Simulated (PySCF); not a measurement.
methoxycyclobutane (C₅H₁₀O), SMILES COC1CCC1.

Geometry optimised at B3LYP-D3(BJ)/def2-SVP. Other conformers were not sampled.

Method: B3LYP-D3(BJ)/def2-SVP in PySCF.

No scaling factor is applied to the harmonic values.

```json
[
 {"mode": "1", "ν (cm⁻¹)": "106", "IR (km/mol)": "2.7", "moving atoms (share of kinetic energy)": "C 51 %, H 34 %, O 15 %"},
 {"mode": "2", "ν (cm⁻¹)": "140", "IR (km/mol)": "0.9", "moving atoms (share of kinetic energy)": "H 52 %, C 41 %"},
 {"mode": "3", "ν (cm⁻¹)": "203", "IR (km/mol)": "0.9", "moving atoms (share of kinetic energy)": "H 81 %, C 17 %"},
 {"mode": "4", "ν (cm⁻¹)": "265", "IR (km/mol)": "2.9", "moving atoms (share of kinetic energy)": "H 40 %, C 38 %, O 22 %"},
 {"mode": "5", "ν (cm⁻¹)": "444", "IR (km/mol)": "0.4", "moving atoms (share of kinetic energy)": "C 58 %, H 26 %, O 16 %"},
 {"mode": "6", "ν (cm⁻¹)": "456", "IR (km/mol)": "6.2", "moving atoms (share of kinetic energy)": "H 37 %, C 34 %, O 29 %"},
 {"mode": "7", "ν (cm⁻¹)": "623", "IR (km/mol)": "1.5", "moving atoms (share of kinetic energy)": "C 42 %, H 42 %, O 16 %"},
 {"mode": "8", "ν (cm⁻¹)": "760", "IR (km/mol)": "4.3", "moving atoms (share of kinetic energy)": "H 70 %, C 24 %"},
 {"mode": "9", "ν (cm⁻¹)": "788", "IR (km/mol)": "0.2", "moving atoms (share of kinetic energy)": "H 82 %, C 18 %"},
 {"mode": "10", "ν (cm⁻¹)": "896", "IR (km/mol)": "0.4", "moving atoms (share of kinetic energy)": "C 56 %, H 43 %"},
 {"mode": "11", "ν (cm⁻¹)": "934", "IR (km/mol)": "1.3", "moving atoms (share of kinetic energy)": "C 60 %, H 40 %"},
 {"mode": "12", "ν (cm⁻¹)": "953", "IR (km/mol)": "1.7", "moving atoms (share of kinetic energy)": "H 79 %, C 21 %"},
 {"mode": "13", "ν (cm⁻¹)": "971", "IR (km/mol)": "7.9", "moving atoms (share of kinetic energy)": "C 63 %, H 31 %"},
 {"mode": "14", "ν (cm⁻¹)": "1062", "IR (km/mol)": "18.2", "moving atoms (share of kinetic energy)": "C 56 %, H 34 %, O 10 %"},
 {"mode": "15", "ν (cm⁻¹)": "1067", "IR (km/mol)": "13.6", "moving atoms (share of kinetic energy)": "C 56 %, H 34 %, O 10 %"},
 {"mode": "16", "ν (cm⁻¹)": "1141", "IR (km/mol)": "2.1", "moving atoms (share of kinetic energy)": "C 54 %, H 44 %"},
 {"mode": "17", "ν (cm⁻¹)": "1178", "IR (km/mol)": "55.6", "moving atoms (share of kinetic energy)": "H 53 %, C 32 %, O 15 %"},
 {"mode": "18", "ν (cm⁻¹)": "1180", "IR (km/mol)": "14.1", "moving atoms (share of kinetic energy)": "H 71 %, C 22 %"},
 {"mode": "19", "ν (cm⁻¹)": "1193", "IR (km/mol)": "34.8", "moving atoms (share of kinetic energy)": "H 58 %, C 31 %, O 11 %"},
 {"mode": "20", "ν (cm⁻¹)": "1222", "IR (km/mol)": "36.8", "moving atoms (share of kinetic energy)": "H 65 %, C 25 %, O 10 %"},
 {"mode": "21", "ν (cm⁻¹)": "1240", "IR (km/mol)": "3.3", "moving atoms (share of kinetic energy)": "H 80 %, C 20 %"},
 {"mode": "22", "ν (cm⁻¹)": "1256", "IR (km/mol)": "28.7", "moving atoms (share of kinetic energy)": "H 61 %, C 30 %, O 9 %"},
 {"mode": "23", "ν (cm⁻¹)": "1256", "IR (km/mol)": "13.8", "moving atoms (share of kinetic energy)": "H 67 %, C 29 %"},
 {"mode": "24", "ν (cm⁻¹)": "1273", "IR (km/mol)": "34.3", "moving atoms (share of kinetic energy)": "H 57 %, C 36 %"},
 {"mode": "25", "ν (cm⁻¹)": "1305", "IR (km/mol)": "3.6", "moving atoms (share of kinetic energy)": "H 62 %, C 38 %"},
 {"mode": "26", "ν (cm⁻¹)": "1390", "IR (km/mol)": "59.7", "moving atoms (share of kinetic energy)": "H 74 %, C 25 %"},
 {"mode": "27", "ν (cm⁻¹)": "1445", "IR (km/mol)": "2.4", "moving atoms (share of kinetic energy)": "H 91 %, C 9 %"},
 {"mode": "28", "ν (cm⁻¹)": "1457", "IR (km/mol)": "2.9", "moving atoms (share of kinetic energy)": "H 92 %"},
 {"mode": "29", "ν (cm⁻¹)": "1460", "IR (km/mol)": "6.0", "moving atoms (share of kinetic energy)": "H 96 %"},
 {"mode": "30", "ν (cm⁻¹)": "1468", "IR (km/mol)": "0.6", "moving atoms (share of kinetic energy)": "H 90 %, C 9 %"},
 {"mode": "31", "ν (cm⁻¹)": "1484", "IR (km/mol)": "16.0", "moving atoms (share of kinetic energy)": "H 92 %, C 8 %"},
 {"mode": "32", "ν (cm⁻¹)": "1496", "IR (km/mol)": "2.0", "moving atoms (share of kinetic energy)": "H 83 %, C 16 %"},
 {"mode": "33", "ν (cm⁻¹)": "2958", "IR (km/mol)": "34.5", "moving atoms (share of kinetic energy)": "H 95 %"},
 {"mode": "34", "ν (cm⁻¹)": "2967", "IR (km/mol)": "88.4", "moving atoms (share of kinetic energy)": "H 94 %"},
 {"mode": "35", "ν (cm⁻¹)": "3019", "IR (km/mol)": "53.3", "moving atoms (share of kinetic energy)": "H 91 %, C 9 %"},
 {"mode": "36", "ν (cm⁻¹)": "3053", "IR (km/mol)": "39.1", "moving atoms (share of kinetic energy)": "H 95 %"},
 {"mode": "37", "ν (cm⁻¹)": "3060", "IR (km/mol)": "34.4", "moving atoms (share of kinetic energy)": "H 95 %"},
 {"mode": "38", "ν (cm⁻¹)": "3064", "IR (km/mol)": "14.2", "moving atoms (share of kinetic energy)": "H 94 %"},
 {"mode": "39", "ν (cm⁻¹)": "3110", "IR (km/mol)": "6.8", "moving atoms (share of kinetic energy)": "H 90 %, C 10 %"},
 {"mode": "40", "ν (cm⁻¹)": "3120", "IR (km/mol)": "15.4", "moving atoms (share of kinetic energy)": "H 90 %, C 10 %"},
 {"mode": "41", "ν (cm⁻¹)": "3121", "IR (km/mol)": "32.2", "moving atoms (share of kinetic energy)": "H 91 %, C 9 %"},
 {"mode": "42", "ν (cm⁻¹)": "3129", "IR (km/mol)": "44.5", "moving atoms (share of kinetic energy)": "H 90 %, C 10 %"}
]
```
